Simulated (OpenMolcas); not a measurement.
Ni4+ in octahedral coordination: ligands and hosts compared

```yaml
Program: OpenMolcas 26.06
Method: CASSCF
Active_space: 6 electrons in 5 orbitals (3d)
Spin-orbit_coupling: state interaction with AMFI integrals over the reference wave functions
```

Distances were set from a Shannon-type radius of the metal (high-spin where two are listed) plus a fixed donor radius (F 1.31 Å), in hosts weighted 0.65 to 0.35 with the host's distance in the model lattice. Anionic complexes are neutralised by point charges, and hosts are embedded clusters. Ligand basis ANO-RCC-VDZP. States (labels of O, the rotations of Oh). Energies in cm-1 above the lowest state or level, χT in cm3 K/mol; under a threefold ground state the first gap can be a small split of the lowest multiplet, not the spin-orbit step.

```csv
Ligand or host,R (Å),Metal basis,Outer charge (e at Å behind ligand),Ground state,First state of that spin,First gap with spin-orbit (degeneracies),χT at 300 K,First state of another spin
K2NaGaF6,1.842,ANO-RCC-VTZP,,5T2,5E 17993,"327.1 (3, 2)",4.096,1A1 6232
F,1.79,ANO-RCC-VTZP,0.33 at 2.8,5T2,5E 18676,"318.1 (3, 2)",4.094,1A1 3697
Cs2GeF6,1.795,ANO-RCC-VTZP,,5T2,5E 19389,"314.7 (3, 2)",4.084,1A1 2604
```

The rows also differ in their outer charges, so part of each step comes from that.

The first state of the same spin rises in the order K2NaGaF6 < F < Cs2GeF6, by a factor of 1.08 from first to last.

An orbital triplet at a regular site is open to Jahn-Teller coupling, which can distort the site and quench the lowest spin-orbit gaps and is left out. Without dynamic correlation the repulsion within the d shell is too large (B by tens of per cent), so at a given field states of lower spin stand too high. This shell can be high or low spin here, a state of another spin lies low, and with metal d orbitals alone active their balance is uncertain, so the ground spin may be wrong. Ligand-to-metal charge-transfer states are missing. With no ligand orbital active B as a rule stays too high, so bands that hang on it stand too high and its fall with covalency is understated. The least metal-like active orbital is 65 % on the metal (Löwdin) and no ligand orbital is active, so the numbers are rough, and ground spin, moment and any spin crossover can be artefacts of this space; highly charged d ions in such sites are as a rule low spin (holds for K2NaGaF6). With metal d orbitals alone and no dynamic correlation 10Dq can be off by a tenth to a fifth, either way, in oxide and fluoride hosts (holds for K2NaGaF6; Cs2GeF6). The least metal-like active orbital is 70 % on the metal (Löwdin) and no ligand orbital is active, so the numbers are rough (holds for F). With metal d orbitals alone and no dynamic correlation the field as a rule comes out too small, by tens of per cent, by up to half for chloride and softer ligands, and with too little covalency χT stands high (holds for F). The least metal-like active orbital is 68 % on the metal (Löwdin) and no ligand orbital is active, so the numbers are rough, and ground spin, moment and any spin crossover can be artefacts of this space; highly charged d ions in such sites are as a rule low spin (holds for Cs2GeF6). No measured value stands beside these numbers; the geometry was imposed, not optimised, and the real ion may take another.
